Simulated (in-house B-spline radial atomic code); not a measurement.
RPA and G0W0 on wB97X: Hg VIII (Hg7+)

Configuration [Xe] 4f14 5d5, highest spin, mean-field start wB97X. Computed with an all-electron radial atomic-structure program (B-spline basis): all electrons, scalar-relativistic (spin-free one-electron X2C), finite nucleus, each spin shell either full or empty, empty states to l = 9 with an (l + 1/2)⁻⁴ tail; G0W0 by contour deformation at full frequency.

Without the two-electron picture change, the correlation of inner shells comes somewhat too large for so heavy an element.

Command:
```bash
python run_gw.py task.json out
```
Settings (radii: box in bohr, nucleus in fm):
```
Z                        80
electrons                73
configuration            [Xe] 4f14 5d5
hamiltonian              x2c
method                   wb97x
lmax                     9
rms_radius               5.4648
spin_polarised           True
box_radius               8.41
intervals                65
```

Time taken, with all properties: 7.7 s on 1 thread of Arm Neoverse V2 (shared host).

Energies (hartree):

```tsv
term	value
mean-field total	-19614.21290
Hartree-Fock functional on these orbitals	-19607.61343
direct second order	-7.3167
second-order exchange	1.8367
SOSEX correction	1.7454
```

(1) What is the RPA correlation energy, and what remains with SOSEX?

Quasi-particle levels (eV):

| level | occupied | mean field | Σx - vxc | Σc | QP weight | G0W0 |
| --- | --- | --- | --- | --- | --- | --- |
| 5d up | yes | -113.21 | -4.31 | ? | ? | ? |
| 5p down | yes | -172.29 | -4.98 | -0.69 | 0.968 | -177.95 |
| 4f down | yes | -210.31 | -16.68 | 6.04 | 0.947 | -220.96 |
| 5d down | no | -98.26 | 5.87 | -3.16 | 0.975 | -95.54 |

G0W0 = mean field + (Σx - vxc) + Σc, with Σc (partial-wave tail included) taken at the quasi-particle energy. Only the outer levels were computed. Levels of low weight are left out.

(2) Where does G0W0 put 5d up?

## Answers

(1) RPA gives -6.5244 hartree (-2.43 eV per electron); RPA + SOSEX gives -4.779, and the second-order doubles -5.48 hartree (no singles). RPA lacks exchange-type terms and so overcorrelates at short range.

(2) At -118.03 eV, with Σc = -0.51 eV and a quasi-particle weight of 0.975. The tabulated removal energy is 113.9 ± 2.1 eV (NIST, tabulated theory); the calculation leaves out spin-orbit coupling, Breit and QED terms, and what these don't explain is the method's own error.
